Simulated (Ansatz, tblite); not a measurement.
Removing and adding an electron: Ge3O7H2. Charge 0, multiplicity 1. Geometry: r2SCAN-D4/def2-SVP. Ansatz, gas phase; energy differences of separate SCF runs; the oxidised species was run as a doublet alone; the reduced species was run as a doublet alone.

Cartesian coordinates in Å:
```
Ge 0.160 -1.498 -1.207
Ge 1.076 -0.660 1.334
Ge -0.419 1.227 -0.108
O -0.938 2.859 -0.362
O -0.073 0.261 -1.539
O -0.368 -2.718 -2.150
O -0.724 -1.066 0.826
O -1.564 0.140 0.820
O 1.597 -1.560 -0.081
O 0.967 1.080 1.016
H -1.307 2.991 -1.249
H 1.592 -1.057 2.700
```

The xTB rows come from tblite. The structure holds one bond between oxygen atoms, so isomers without such links may lie far lower. HOMO above LUMO, or a gap near zero within one spin, warns that the state may not be the lowest or that an electron is smeared out. The structure comes from a short search, and lower isomers may exist.

| level | −HOMO (eV) | vertical IE (eV) | −LUMO (eV) | vertical EA (eV) | HOMO–LUMO gap (eV) | IE − EA (eV) | remarks |
| --- | --- | --- | --- | --- | --- | --- | --- |
| GFN2-xTB | 13.34 | 16.26 | 8.65 | 5.98 | 4.69 | 10.28 | – |
| PBE-D4/def2-TZVP | 6.39 | 9.62 | 3.09 | 0.73 | 3.29 | 8.89 | HOMO above zero (-1 doublet), gap within one spin near zero (-1 doublet) |
| PBE0-D4/def2-TZVP | 7.93 | 9.85 | 1.98 | 0.42 | 5.95 | 9.44 | HOMO above zero (-1 doublet) |

Q: Estimate the rows for GFN1-xTB, LDA (SPW92)/def2-TZVP.

A: 
| level | −HOMO (eV) | vertical IE (eV) | −LUMO (eV) | vertical EA (eV) | HOMO–LUMO gap (eV) | IE − EA (eV) | remarks |
| --- | --- | --- | --- | --- | --- | --- | --- |
| GFN1-xTB | 12.96 | 15.79 | 7.19 | 4.40 | 5.77 | 11.38 | – |
| LDA (SPW92)/def2-TZVP | 6.67 | 9.93 | 3.47 | 1.01 | 3.20 | 8.92 | HOMO above zero (-1 doublet), gap within one spin near zero (+1 doublet), gap within one spin near zero (-1 doublet) |

   A HOMO above zero means that the electron is unbound at that level or that self-interaction error raises the level; the energy of removing that electron tells which. Raw xTB energy differences between charge states are shifted by several eV; the methods need an empirical correction for them. Sets without diffuse functions give affinities that are too small.
